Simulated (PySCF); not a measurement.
ZrF₃Cl, SMILES [F][Zr]([F])([F])[Cl], multiplicity 1. Geometry optimised at PBE-D3(BJ)/def2-SVP. The spin state was assumed, not searched. The structure was generated by enumeration; whether it is a known compound was not checked. The def2 effective core potentials stand for the cores of Zr; spin–orbit coupling is left out.

Level of theory: PySCF with PBE-D3(BJ)/def2-SVP.

Harmonic wavenumbers (cm⁻¹): 123, 123, 159, 159, 160, 405, 673, 692, 692. Rotational constants (GHz): 2.772, 1.684, 1.684; symmetry number 3.

Question: Work out the zero-point energy and the ideal-gas rigid-rotor harmonic-oscillator thermochemistry at 298.15 K and 1 atm.

Answer: ZPE = ½ Σ hcν = ½ × 3186 cm⁻¹ = 4.55 kcal/mol. H − E(el) = 9.39 kcal/mol. Entropy in cal/(mol K): translation 41.53, rotation 25.92, vibration 15.70, total 83.15. G − E(el) = -15.40 kcal/mol. Cp = 21.52 cal/(mol K). Modes under 150 cm⁻¹ make the vibrational entropy uncertain.
